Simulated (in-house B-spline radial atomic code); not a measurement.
Spin-orbit splittings of orbital energies (j = l + 1/2 less j = l - 1/2) and ratios of mean radii (lower j over upper j) along the 7-electron series, configuration [He] 2s2 2p3. Computed with a B-spline radial code for spherical atoms: Dirac-Hartree-Fock, average of the configuration, finite nuclei.

```csv
ion,Z,splitting of 2p (eV),radius ratio of 2p
Cl10+,17,2.093,0.99526
Ar11+,18,2.7323,0.99466
K12+,19,3.5082,0.99402
Ca13+,20,4.4391,0.99334
Sc14+,21,5.5448,0.99263
Ti15+,22,6.8462,0.99188
V16+,23,8.3656,0.99109
Cr17+,24,10.126,0.99027
Mn18+,25,12.154,0.9894
Fe19+,26,14.474,0.9885
```

(1) With what power of Z does the column «splitting of 2p (eV)» change over this range?

## Answers

(1) A fit of the logarithm of its size against log Z from Z = 17 to 26 has slope 4.55. An unscreened hydrogenic electron would give 4 at low Z; screening makes the apparent power larger near the neutral end, and relativity raises it again at high Z.
